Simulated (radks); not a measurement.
Task: Species: Sn. Configuration: [Kr] 4d10 5s2 5p2 (the NIST ground configuration). Method: Dirac Kohn-Sham, exchange-only B88, spin-unpolarised, spherical densities, finite nucleus; open shells fill j = l - 1/2 first; Fermi nuclear charge, rms radius 4.6519 fm; computed with a radial shooting solver on a logarithmic mesh with Libxc functionals. Some entries of the table are withheld. Estimate them.

orbital,occ.,eigenvalue (eV),r(max) (bohr),<r> (bohr)
1s1/2,2,-28996.53,0.01877,(1)
2s1/2,2,-4375.025,0.1062,0.1251
2p1/2,2,-4087.057,0.08178,0.1058
2p3/2,4,-3856.307,0.08630,0.1112
3s1/2,2,-842.9013,0.3078,0.3392
3p1/2,2,-725.8820,0.2941,0.3299
3p3/2,4,-683.7561,0.3044,0.3412
3d3/2,4,-476.7726,0.2493,0.3125
3d5/2,6,-468.0755,0.2522,0.3161
4s1/2,2,-132.3422,0.7457,0.8185
4p1/2,2,-93.4299,0.7716,0.8656
4p3/2,4,-85.8356,0.7962,0.8956
4d3/2,4,-25.0513,0.8813,1.093
4d5/2,6,-24.0106,0.8909,1.108
5s1/2,2,-9.5562,2.018,2.416
5p1/2,2,(2),2.505,3.253
5p3/2,0,(3),2.631,3.440

Result: 
(1) 1s1/2 <r> (bohr): 0.02905
(2) 5p1/2 eigenvalue (eV): -3.1512
(3) 5p3/2 eigenvalue (eV): -2.7345
